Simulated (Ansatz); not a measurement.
Program: Ansatz. Geometries: PBE0-D4/def2-TZVP. ΔE: electronic, gas phase. CCSD(T)/CBS adds triple-zeta CCSD(T) − MP2 to the extrapolated MP2 energy (def2 sets, frozen cores). DFT in def2-TZVPP. For Ge outer-core shells are correlated without core-valence functions, which leaves a few kJ/mol of doubt a bond. Scalar relativity is left out up to krypton. Each species was taken in one conformer, which may not be the lowest.

`BC[SiH](C)Cl` + `[CH3][GeH2][O]C=S` → `C[SiH](Cl)OC=S` + `B[CH2][GeH2][CH3]`  (redistribution)

Task: Is it downhill or uphill in electronic energy at CCSD(T)/CBS, and by how much? (An estimate is asked.)

Result: Ansatz gave: Downhill: ΔE = -0.48 eV.

Task: What do these levels give: PBE0-D4, PBE0, HF/def2-QZVPP, MP2/def2-QZVPP, SCS-MP2/def2-QZVPP, CCSD/CBS(def2)? (An estimate is asked.)

Result: The calculation gave: PBE0-D4 -0.43, PBE0 -0.42, HF/def2-QZVPP -0.37, MP2/def2-QZVPP -0.49, SCS-MP2/def2-QZVPP -0.45, CCSD/CBS(def2) -0.48 eV.

Largest T1 diagnostic among the species: 0.015.

In def2-TZVPP, CCSD(T) changes the Hartree–Fock value by −0.10 eV (the triples alone add −0.00 eV) and MP2 by −0.11 eV.
